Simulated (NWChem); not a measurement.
System: MgSiH4S; SMILES [SiH3][Mg][SH]

```xyz
7

Mg     0.0111    -0.1294     0.0007
S      0.0573    -2.4474    -0.0003
H     -1.2921    -2.5498    -0.0003
Si     0.0144     2.4437    -0.0003
H     -1.3662     3.0162     0.1477
H      0.5758     3.0166    -1.2696
H      0.8316     3.0164     1.1217
```
Atoms are numbered in this order, from 1.

Program: NWChem. Coordinates come from a PBE0/def2-SVP optimisation. Level PBE/def2-SVP: energy and gradient on several grids; changes count from the extra-fine grid, which is no exact limit either.

| grid | size of the energy change (μHa) | largest change of a gradient component (μHa/bohr) | time, medium = 1 (rough) |
|---|---|---|---|
| xcoarse | 100 | 3000 | about 1 |
| coarse | 40 | 300 | about 1 |
| medium | < 10 | 100 | about 1 |
| fine | < 10 | < 30 | about 1 |
| xfine | < 10 | < 30 | 2 |
